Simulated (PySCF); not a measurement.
Compound: CH5ClF2Si2.
Numbering: `[F:1][C:2]([F:3])([SiH3:4])[SiH2:5][Cl:6]` (hydrogens: H7, H8, H9 on Si4; H10, H11 on Si5)

Method: PySCF 2.14.0, PBE0-D3(BJ)/def2-SVP geometry optimisation, gas phase; density fitting, grid level 1; the optimiser is geomeTRIC in internal coordinates, started from a GFN2-xTB structure with every atom displaced at random (about 0.01 Å).

At the end of the run (lengths in Å): Si5–Cl6 2.064, Si5–H10 1.486, Si4–H9 1.488, F1–C2 1.380, Si4–H7 1.492, Si4–H8 1.489, C2–Si5 1.918, C2–Si5–Cl6 107.6°, F1–C2–F3 107.1°, F1–C2–Si5 105.4°, F1–C2–Si4 108.5°, F1–C2–Si5–Cl6 -174°, H10–Si5–C2–F1 66°, H7–Si4–C2–F1 67°.

**Question.** These geometries were met on the way; a selection of coordinates is given. Order them by energy above the end point, lowest first.
A. Si5–Cl6 2.081, Si5–H10 1.488, Si4–H9 1.489, F1–C2 1.387, Si4–H7 1.491, Si4–H8 1.488, C2–Si5 1.919, C2–Si5–Cl6 111.2°, F1–C2–F3 108.0°, F1–C2–Si5 102.7°, F1–C2–Si4 105.8°, F1–C2–Si5–Cl6 -157°, H10–Si5–C2–F1 82°, H7–Si4–C2–F1 54°
B. Si5–Cl6 2.013, Si5–H10 1.444, Si4–H9 1.452, F1–C2 1.410, Si4–H7 1.463, Si4–H8 1.467, C2–Si5 1.939, C2–Si5–Cl6 107.3°, F1–C2–F3 103.7°, F1–C2–Si5 106.6°, F1–C2–Si4 108.8°, F1–C2–Si5–Cl6 -169°, H10–Si5–C2–F1 71°, H7–Si4–C2–F1 66°
C. Si5–Cl6 2.064, Si5–H10 1.486, Si4–H9 1.488, F1–C2 1.374, Si4–H7 1.492, Si4–H8 1.489, C2–Si5 1.919, C2–Si5–Cl6 107.6°, F1–C2–F3 107.1°, F1–C2–Si5 106.6°, F1–C2–Si4 108.8°, F1–C2–Si5–Cl6 -173°, H10–Si5–C2–F1 68°, H7–Si4–C2–F1 66°
D. Si5–Cl6 2.064, Si5–H10 1.485, Si4–H9 1.488, F1–C2 1.384, Si4–H7 1.491, Si4–H8 1.490, C2–Si5 1.925, C2–Si5–Cl6 108.1°, F1–C2–F3 106.5°, F1–C2–Si5 105.2°, F1–C2–Si4 108.2°, F1–C2–Si5–Cl6 -164°, H10–Si5–C2–F1 77°, H7–Si4–C2–F1 59°

**Answer.** C (0.003 eV), D (0.016 eV), A (0.048 eV), B (0.128 eV).

```csv
step,E above end (eV),"rms distance from the end, all atoms (Å)",largest force (eV/Å),rms shift of all bonds from the end (Å)
6,0.003,0.041,0.190,0.003
3,0.016,0.126,0.196,0.003
1,0.048,0.165,0.470,0.007
0,0.128,0.092,1.519,0.030
```

Rows stand in the order of the answer.
